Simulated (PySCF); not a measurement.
Correlation energy of Sn (tin, neutral)

[Kr] 4d10 5s1 5p2 5d1, one real determinant (an excited configuration). Calculation: PySCF 2.14, in aug-cc-pVDZ-PP with ECP28MDF (5s4p3d, 32 functions); a scalar-relativistic core potential. Frozen: 4s2 4p6 4d10; 4 electrons correlated.

```
  level  correlation energy (mhartree)
   CCSD                         -23.21
    (T)                          -2.07
CCSD(T)                         -25.28
  CCSDT                         -26.13
```

Diagnostics: T1 = 0.017, D1 = 0.0434, largest double amplitude 0.433.

Q: Is a single reference adequate?

A: Not fully. The real determinant used has ⟨L²⟩ near 8 against 12 for a pure F term, so it mixes terms. The outer electron is Rydberg-like, and this basis confines it to a smaller radius and binds it less than a complete one would. A double-excitation amplitude exceeds 0.15, a sign of near-degeneracy.

The reference is one real determinant that mixes LS terms of this configuration.
